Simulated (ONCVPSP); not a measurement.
caesium: what ONCVPSP 4.0.1 does with a changed input

Command:

```bash
oncvpsp.x < Cs.dat > Cs.out
```

Input:

```
# ATOM AND REFERENCE CONFIGURATION
# atsym  z   nc   nv     iexc    psfile
  Cs 55.00    9    3        4      upf
#
#   n    l    f
    1    0    2.00
    2    0    2.00
    2    1    6.00
    3    0    2.00
    3    1    6.00
    3    2   10.00
    4    0    2.00
    4    1    6.00
    4    2   10.00
    5    0    2.00
    5    1    6.00
    6    0    1.00
#
# PSEUDOPOTENTIAL AND OPTIMIZATION
# lmax
    2
#
#   l,   rc,      ep,       ncon, nbas, qcut
    0    2.85    0.00    4    8    4.20
    1    4.80    0.00    4    7    6.00
    2    2.85    0.34    3    7    3.20
#
# LOCAL POTENTIAL
# lloc, lpopt,  rc(5),   dvloc0
    4    1    2.45    4.00
#
# VANDERBILT-KLEINMAN-BYLANDER PROJECTORs
# l, nproj, debl
    0    2    2.20
    1    1    3.00
    2    2    4.00
#
# MODEL CORE CHARGE
# icmod, fcfact, rcfact
    3    5.75    1.50
#
# LOG DERIVATIVE ANALYSIS
# epsh1, epsh2, depsh
   -2.00    5.00    0.02
#
# OUTPUT GRID
# rlmax, drl
    6.00    0.01
#
# TEST CONFIGURATIONS
# ncnf
    4
# nvcnf
#   n    l    f
    3
    5    0    2.00
    5    1    6.00
    6    0    0.00
#
    3
    5    0    2.00
    5    1    6.00
    6    0    0.50
#
    4
    5    0    2.00
    5    1    6.00
    6    0    0.00
    6    1    1.00
#
    3
    5    0    1.00
    5    1    6.00
    6    0    1.00
#
```

This is an input that runs to its end, with one change: rc of l = 1 set to 4.80 bohr.

Q: How does the run end?

A: The program runs through. Ghost flags: none; the largest excitation error among the 4 tests with output is 124 meV, against 178 meV for the unchanged input. Messages: WARNING scattering state with energy 0.05000000; WARNING wellstate: moderately localized bound state found for n= 5 l= 2; WARNING will be used for the first projector.

```
   3   2 10.0000  -26.46773890
   4   0  2.0000   -8.52730272
   4   1  6.0000   -6.34041604
   4   2 10.0000   -3.15601258
   5   0  1.0000   -1.35535859   -1.36476886   -9.41D-03
   5   1  6.0000   -0.84508287   -0.84861751   -3.53D-03
   6   0  1.0000   -0.27258316   -0.27297265   -3.89D-04

    Total energies and differences
      AE_ref= -7.78693031D+03  AE_tst= -7.78576598D+03  dif=  1.16D+00
      PS_ref= -2.07629992D+01  PS_tst= -1.95941060D+01  dif=  1.17D+00
      PSP excitation error= -4.56D-03
```
